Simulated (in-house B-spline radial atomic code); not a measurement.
# RPA and G0W0 on Hartree-Fock: Ru XXXV (Ru34+)

Configuration [He] 2s2 2p6, mean-field start Hartree-Fock. Computed with a B-spline radial code for spherical atoms: all electrons, non-relativistic, point nucleus, each spin shell either full or empty, empty states to l = 9 with an (l + 1/2)⁻⁴ tail; G0W0 by contour deformation at full frequency.

Without relativity these are model numbers: it shifts the levels of so heavy an element strongly and can reorder them.

Command:
```bash
python run_gw.py task.json out
```
Settings (radii: box in bohr, nucleus in fm):
```
Z                        44
electrons                10
configuration            [He] 2s2 2p6
hamiltonian              nr
method                   hf
lmax                     9
spin_polarised           False
box_radius               2.78
intervals                46
```

Cost of the run: 0.5 s on 1 thread of Arm Neoverse V1 (shared host).

Energies (hartree):

| term | value |
| --- | --- |
| mean-field total | -3501.69775 |
| Hartree-Fock functional on these orbitals | -3501.69775 |
| direct second order | -0.63923 |
| second-order exchange | 0.22372 |
| SOSEX correction | 0.22014 |

Task: What is the RPA correlation energy, and what remains with SOSEX?

Result: RPA gives -0.62445 hartree (-1.7 eV per electron); RPA + SOSEX gives -0.40431, and the second-order doubles (MP2) -0.41551 hartree. RPA lacks exchange-type terms and so overcorrelates at short range.

Quasi-particle levels (eV):

```
level  occupied  mean field  Σx - vxc     Σc  QP weight       G0W0
   2p       yes    -4747.72      0.00      ?          ?          ?
   2s       yes    -4965.35      0.00   3.34      0.998   -4962.01
   1s       yes   -23610.69      0.00  20.63      0.994  -23590.06
   3s        no    -1965.15      0.00  -0.89      1.000   -1966.04
```

G0W0 = mean field + (Σx - vxc) + Σc, with Σc (partial-wave tail included) taken at the quasi-particle energy.

Task: Where does G0W0 put 2p?

Result: At -4746.11 eV, with Σc = 1.61 eV and a quasi-particle weight of 0.998. The tabulated removal energy is 4758 ± 3 eV (NIST, semi-empirical); the calculation leaves out relativity, Breit and QED terms, and what these don't explain is the method's own error.
